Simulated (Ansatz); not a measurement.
Basis sets compared for [Cu(NH3)3]+ (CuN₃H₉⁺). Charge 1, multiplicity 1. Geometry PBE-D4/def2-SVP. Ansatz on 4 threads of Arm Neoverse V1 on a shared host; times are rough, and most runs start from earlier orbitals.

Cartesian coordinates in Å:
```
Cu 0.003 0.002 -0.004
N -1.970 -0.443 0.273
H -2.625 0.279 -0.061
H -2.212 -0.589 1.265
H -2.258 -1.311 -0.205
N 1.429 -1.353 0.539
H 2.056 -1.000 1.279
H 2.054 -1.614 -0.239
H 1.061 -2.246 0.900
N 0.541 1.795 -0.814
H 1.556 1.924 -0.941
H 0.237 2.600 -0.244
H 0.129 1.956 -1.746
```

The 6-31G sets use Cartesian d functions.

```tsv
level	functions	energy (Eh)	HOMO (eV)	LUMO (eV)	wall time
HF/STO-3G	42	-1786.5831	-5.42	1.20	0.35 s
HF/6-31G	74	-1807.0494	-13.23	-0.89	0.4 s
PBE-D4/def2-SVP	118	-1809.2544	-7.56	-4.86	1.1 s
PBE0-D4/def2-SVP	118	-1809.2805	-9.52	-4.06	1.5 s
```

(1) Estimate the rows for PBE-D4/def2-TZVP, PBE0-D4/def2-TZVP (with forces).

## Answers

(1) 
| level | functions | energy (Eh) | HOMO (eV) | LUMO (eV) | wall time |
| --- | --- | --- | --- | --- | --- |
| PBE-D4/def2-TZVP | 192 | -1809.7047 | -8.37 | -5.11 | 1.7 s |
| PBE0-D4/def2-TZVP (with forces) | 192 | -1809.7152 | -10.18 | -4.27 | 3.6 s |
